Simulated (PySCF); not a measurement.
CH₄Cl₂Ge, SMILES [CH3][GeH]([Cl])[Cl]. Heavy atoms are numbered as in [GeH:1]([CH3:2])([Cl:3])[Cl:4]. Hydrogens are named by the atom that carries them.

Coordinates come from a r2SCAN-D4/def2-SVP optimisation.

The numbers are results of PBE/pcSseg-1 in PySCF, not measurements.

GIAO shieldings, no solvent; atoms alike by connectivity are averaged. δ = σ(ref) − σ: ⁷³Ge against GeH4 (σ = 1614.4 ppm); ¹³C against TMS (σ = 182.0 ppm); ³⁵Cl against HCl (σ = 936.5 ppm); ¹H against TMS (σ = 31.49 ppm), references at their B3LYP-D3(BJ)/def2-TZVP geometries, non-relativistic (without spin–orbit terms, shifts of atoms bonded to Cl or Br come out too high).

| nucleus | atoms | count | δ (ppm) |
|---|---|---|---|
| ⁷³Ge | Ge1 (GeH) | 1 | 488.3 |
| ¹³C | C2 (CH3) | 1 | 15.0 |
| ³⁵Cl | Cl3 | 2 | 100.1 |
| ¹H | H on Ge1 | 1 | 6.84 |
| ¹H | H on C2 | 3 | 1.36 |
